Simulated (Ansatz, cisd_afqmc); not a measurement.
Species: C, charge 1, doublet.

Total energies in aug-cc-pVTZ, 3 correlated electrons, 1 frozen orbitals. Radicals and triplets start from unrestricted determinants; spin-orbit coupling is neglected. Cores are frozen in correlated methods. No relativity. AFQMC is phaseless with a CISD trial state; ± is one standard error, without the phaseless bias. Outlying blocks are dropped, and bars are widened where a walk drifts. Over all cases where full CI ran beside it in this data, AFQMC minus full CI had a median of +0.1 mEh and passed +0.4 mEh in a tenth of the cases. Full CI freezes restricted core orbitals and the other rows unrestricted ones, which leaves a small offset even where coupled cluster is exact.

| method | program | energy (Eh) | error against FCI (mEh) |
|---|---|---|---|
| HF | Ansatz | -37.29496 | 76.10 |
| MP2 | Ansatz | -37.34594 | 25.12 |
| CCSD | Ansatz | -37.36965 | 1.41 |
| CCSD(T) | Ansatz | -37.37081 | 0.25 |
| CCSDT | Ansatz | -37.37113 | -0.06 |
| AFQMC/CISD | cisd_afqmc | -37.3710 ± 0.0001 | 0.1 ± 0.1 |
| FCI | Ansatz | -37.37106 | 0.00 |

Ansatz is a quantum-chemistry and plane-wave program.
